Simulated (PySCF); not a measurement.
# C₆ coefficients of unlike pairs at PBE0

Calculated with PySCF 2.14 from the dipole response of each species, C₆(A,B) = (3/π) ∫ α_A(iu) α_B(iu) du, in atomic units, from isotropic polarisabilities. For ions this is the dispersion term alone; charge-induced terms of lower order in 1/R come first.

| species | configuration | basis | relativity | α (bohr³) | C₆ (like pair) |
| --- | --- | --- | --- | --- | --- |
| Hf²⁺ | [Xe] 4f14 5d2 (3F) | aug-cc-pwCVTZ-PP with ECP60MDF (8s8p7d4f3g) | core potential | 14.84 | 73.49 |
| W³⁺ | [Xe] 4f14 5d3 (4F) | aug-cc-pVQZ-PP with ECP60MDF (7s7p6d4f3g2h) | core potential | 7.404 | 36.44 |
| Ru | [Kr] 4d7 5s1 (5F) | x2c-TZVPPall with one added diffuse shell each of s, p, d, f type (9s7p7d3f1g) | spin-free X2C | 62.82 | 582.7 |
| I | [Kr] 4d10 5s2 5p5 (2P) | aug-cc-pVDZ-PP with ECP28MDF (5s4p3d) | core potential | 31.45 | 335.8 |

Task: Estimate C₆ for I with W³⁺.

Result: The integral gives 103.4. The combination rule 2 C_A C_B / (C_A α_B/α_A + C_B α_A/α_B) gives 104.7 and the geometric mean 110.6.

No spin-orbit coupling is included.

The other pairs:

```csv
pair,C₆
"Ru, Hf²⁺",194.9
"W³⁺, Hf²⁺",50.44
"I, Ru",422.0
"Ru, W³⁺",123.5
"I, Hf²⁺",154.8
```
